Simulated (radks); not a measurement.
Values are calculated unless marked as measured or tabulated.
Spherical jellium clusters: N electrons in a uniform positive sphere of charge N and radius rs N^(1/3), rs = 5.39 bohr. Level of theory: non-relativistic Kohn-Sham, PBE, spin-polarised, spherical densities (a radial shooting solver with Libxc functionals). Levels are named by radial order and angular momentum (1s, 1p, 1d, 2s, ...), and open shells are averaged over m.

N = 6, configuration 1s2 1p(up 3, down 1). This is the lowest configuration that the search found. Occupied levels:

level    occupation  eigenvalue (eV)  <r> (bohr)
1s up             1          -3.2906       6.805
1s down           1          -3.0451       6.340
1p up             3          -2.5309       7.918
1p down           1          -2.1698       7.832

Energy (eV): total -10.1225, kinetic 6.4796, external -118.79, Hartree 59.025, exchange-correlation -16.853, background 60.011.

Electron density:

r (bohr)  n(r) (e/bohr^3)
0.314            0.001249
1.10             0.001313
1.89             0.001436
2.68             0.001598
3.47             0.001768
4.26             0.001905
5.05             0.001964
5.84             0.001912
6.62             0.001735
7.41             0.001452
8.20             0.001112
8.99            0.0007711
9.78            0.0004820
10.6            0.0002755
11.4            0.0001490
12.2           0.00007809
12.9           0.00004047
13.7           0.00002048
14.5           0.00001022
15.3            5.039e-06
